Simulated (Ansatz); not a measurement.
**Setting up InHF (SMILES [F][InH]) in Ansatz**

InHF has 3 atoms, charge 0, and is taken as a doublet. As SMILES, `[F][InH]`. The coordinates come from a PBE0-D4/def2-TZVP relaxation.

```xyz
3

F     1.0884    0.9895    0.6943
In   -0.5225    0.3551   -0.2448
H    -0.5769   -1.4094   -0.4628
```

Settings wanted:

- basis set: STO-3G
- task: energy
- method: DFT
- functional: PBE0
- reference: UKS
- accuracy: high

Task: Give an Ansatz 0.2.0 job that does this.

Result: One that was run (others would do as well):

job.yaml:
```yaml
crystal:
  periodic: [false, false, false]
  atoms:
    - {symbol: F, position_ang: [1.088400, 0.989500, 0.694300]}
    - {symbol: In, position_ang: [-0.522500, 0.355100, -0.244800]}
    - {symbol: H, position_ang: [-0.576900, -1.409400, -0.462800]}
basis:
  gaussian: {orbitals: STO-3G}
accuracy: high
magnetization: {spin_polarized: true, initial_magnetization: 1}
hamiltonian: {xc: pbe0}
```

```bash
$ ansatz run job.yaml --threads 1 --pin off --max-ram 2610MiB --events-out events.jsonl --progress --plain --runs-dir runs
```

Calculated total energy: -5783.42791 Eh. The run is non-relativistic.
